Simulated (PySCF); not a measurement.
A structure optimised at B3LYP-D3(BJ)/def2-SVP, used in a PySCF frequency run:

```xyz
12

C     -0.1677    -2.9460     0.0000
O     -0.6085    -1.5871     0.0000
C      0.3547    -0.6616     0.0000
O      1.5408    -0.8988     0.0000
C     -0.2090     0.7136     0.0000
F     -1.5342     0.8480     0.0000
C      0.6077     1.7764     0.0000
F      0.1488     3.0181     0.0000
H      0.4396    -3.1567     0.8929
H      0.4396    -3.1567    -0.8929
H     -1.0760    -3.5596     0.0000
H      1.6935     1.6702     0.0000
```
Charge 0, spin multiplicity 1.

Task: Write its SMILES, formula and point group.

Result: COC(=O)/C(F)=C/F, C4H4F2O2, Cs

Task: What are its rotational constants (standard atomic weights)?

Result: 4.9654, 1.1763, 0.95681 GHz
